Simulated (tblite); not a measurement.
Species: C₅H₁₄Si₃.
Numbering: `[CH2:1]=[CH:2][C:3](=[CH2:4])[CH2:5][SiH2:6][SiH2:7][SiH3:8]` (hydrogens: H9, H10 on C1; H11 on C2; H12, H13 on C4; H14, H15 on C5; H16, H17 on Si6; H18, H19 on Si7; H20, H21, H22 on Si8)

Structure used (GFN2-xTB), in Å, numbered top down from 1:
```
atom  x, y, z in Å
C1    -2.0637   -0.6888   -1.9535
C2    -1.5519    0.4517   -1.5065
C3    -1.2423    0.7772   -0.1206
C4    -0.7358    1.9771    0.1756
C5    -1.4587   -0.2521    0.9365
Si6   -0.0256   -1.5248    0.9864
Si7    2.0042   -0.4081    0.9284
Si8    2.7287    0.3002   -1.1523
H9    -2.3075   -1.5123   -1.3049
H10   -2.2649   -0.8389   -3.0008
H11   -1.3387    1.2451   -2.2127
H12   -0.5026    2.2619    1.1878
H13   -0.5541    2.7222   -0.5806
H14   -2.4076   -0.7624    0.7794
H15   -1.5149    0.2383    1.9090
H16   -0.1770   -2.4435   -0.1529
H17   -0.2863   -2.3529    2.1753
H18    3.0246   -1.2862    1.5309
H19    1.9708    0.7329    1.8610
H20    1.8943    1.3688   -1.7036
H21    2.6950   -0.7941   -2.1271
H22    4.1034    0.8081   -1.1588
```

All values are computed: GFN2-xTB (tblite) harmonic vibrations without scaling, gas phase. Against measured fundamentals such values can be off by several per cent, at times by over 20. Modes of hydrogen on silicon can be 10 to 20 % off. One conformer, not necessarily the lowest. The optimisation stopped once no atom felt more than 0.01 eV/Å.

Lowest wavenumbers of the output (negative numbers stand for imaginary wavenumbers):
```
mode    cm-1
  1     -49.2
  2      12.8
  3      49.4
  4      78.1
  5      93.5
  6      99.7
  7     134.1
  8     178.0
  9     297.1
 10     335.2
```

Is this structure a minimum?

Not by this Hessian. 1 mode is imaginary beyond 20i (49i cm⁻¹), so at this level the point lies at or near a first-order saddle. The curvature is small, so loose convergence or finite differences may be the whole cause.

Which atoms move in the imaginary mode?

49i: H21 (Si–H hydrogen) 36 %, H20 (Si–H hydrogen) 31 %, H22 (Si–H hydrogen) 27 %. These are shares of the mass-weighted motion.

What is the remedy?

Step along that mode in both directions, optimise again with tighter thresholds and repeat the frequencies. The zero-point energy of this point (99.0 kcal/mol) counts the 59 real modes alone, and thermal corrections from it aren't those of a minimum.
